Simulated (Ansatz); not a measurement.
An input meant for Sn(OH)4 (SnO₄H₄) (charge 0, singlet; atoms displaced at random, 0.15 Å in each coordinate).

```yaml
crystal:
  periodic: [false, false, false]
  atoms:
    - {symbol: Sn, position_ang: [-0.087893, 0.027915, -0.132530]}
    - {symbol: O, position_ang: [-0.124159, 0.056921, 2.026302]}
    - {symbol: H, position_ang: [-0.741197, 0.475209, 2.144632]}
    - {symbol: O, position_ang: [1.725838, 0.012769, -0.307980]}
    - {symbol: H, position_ang: [2.366930, 0.092732, -0.169153]}
    - {symbol: O, position_ang: [-1.027659, 1.626343, -0.765716]}
    - {symbol: H, position_ang: [-1.343237, 1.272468, -1.387564]}
    - {symbol: O, position_ang: [-1.123431, -1.589272, -0.604306]}
    - {symbol: H, position_ang: [-0.121461, -2.173026, -0.891085]}
basis:
  gaussian: {orbitals: def2-mTZVPP, nuclear_model: gaussian}
hamiltonian: {xc: {name: revPBE0}}
kpoints: {mp_grid: {grid: [2, 2, 2]}}
```

```sh
$ ansatz run in.yaml --threads 4 --pin off --events-out ev --progress --plain --max-ram 3916MiB
```

Output, abridged:

```
Error: invalid value for `basis.gaussian`: such a run doesn't read kpoints; remove what it names
```

(1) What is wrong with this run?

Answers

(1) The input holds a key that doesn't belong there. The input was rejected before any iteration.
